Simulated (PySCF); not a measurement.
**Computed data sheet: `C=C(C)[SiH2]/C(F)=C/[SiH2]C#N`**

Species: C₆H₁₀FNSi₂.
Numbering: `[CH2:1]=[C:2]([CH3:3])[SiH2:4]/[C:5]([F:6])=[CH:7]/[SiH2:8][C:9]#[N:10]` (hydrogens: H11, H12 on C1; H13, H14, H15 on C3; H16, H17 on Si4; H18 on C7; H19, H20 on Si8)

Cartesian coordinates in Å at the GFN2-xTB level; atoms count from 1:
```
atom  x, y, z in Å
C1    -2.819   -0.616    0.850
C2    -2.037   -0.058   -0.066
C3    -1.917    1.433   -0.180
Si4   -1.052   -1.088   -1.303
C5     0.796   -0.901   -0.879
F6     1.613   -1.397   -1.852
C7     1.359   -0.387    0.209
Si8    3.210   -0.257    0.529
C9     3.491    1.568    0.837
N10    3.648    2.687    1.024
H11   -2.927   -1.684    0.933
H12   -3.389   -0.029    1.555
H13   -0.871    1.738   -0.149
H14   -2.325    1.765   -1.134
H15   -2.454    1.936    0.622
H16   -1.384   -2.512   -1.201
H17   -1.228   -0.593   -2.672
H18    0.679   -0.011    0.961
H19    3.569   -0.951    1.770
H20    4.033   -0.634   -0.616
```

Structural features include: cyano group on a heteroatom, C=C double bond, C–F bond, Si–H bond and C–Si bond.

**GFN2-xTB geometry**

- Point group of the GFN2-xTB geometry: C1
- Rotational constants A, B, C of the GFN2-xTB geometry: 1.335, 0.490, 0.401 GHz

PBE0/pcSseg-1 ground state and GIAO shieldings, non-relativistic (PySCF):

- Dipole moment: 3.93 D
- HOMO energy: -8.02 eV
- LUMO energy: -1.19 eV
- HOMO–LUMO gap: 6.83 eV
- Lowest Hirshfeld atomic charge: -0.20 e on N10
- Highest Hirshfeld atomic charge: +0.39 e on Si8
- 13C chemical shifts (computed TMS as zero) by class: 192.7 (C5), 147.6 (C2), 140.6 (C1), 123.1 (C9), 115.6 (C7), 27.3 (C3) ppm
- 1H chemical shifts (computed TMS as zero) by class: 6.32 (H12), 5.91 (H11), 5.48 (H18), 4.81 (H19/H20), 4.65 (H16/H17), 2.19 (H13/H14/H15) ppm
- Isotropic shieldings of nuclei other than C and H, by class: -96 (N10), 233 (F6), 400 (Si4), 437 (Si8) ppm
- Mayer bond orders between heavy atoms: C1–C2 1.97, C2–C3 1.03, C2–Si4 0.87, Si4–C5 0.83, C5–F6 0.90, C5–C7 1.82, C7–Si8 0.88, Si8–C9 0.82, C9–N10 2.94

Monoisotopic mass from the formula: 171.0336 u.

The rotational constants make it an asymmetric top with κ = (2B − A − C)/(A − C) = -0.81, nearer the prolate limit (−1). The dipole matches unit charges of opposite sign 0.82 Å apart (1 e·Å = 4.8032 D). A dipole of 3.93 D is allowed in C1, and pure rotational transitions are dipole-allowed. With B = h/(8π²I), that is 505.379 GHz u Å² over I, the principal moments of inertia are 378.7, 1032.3 and 1260.5 u Å² (most abundant isotopes).

The structure is a single GFN2-xTB conformer in the gas phase; no vibrational or solvent corrections. NMR classes are plain means over equivalent atoms (diastereotopic ones count apart unless rotation or inversion swaps them), as if these changed places fast; in this geometry the members of some classes differ.
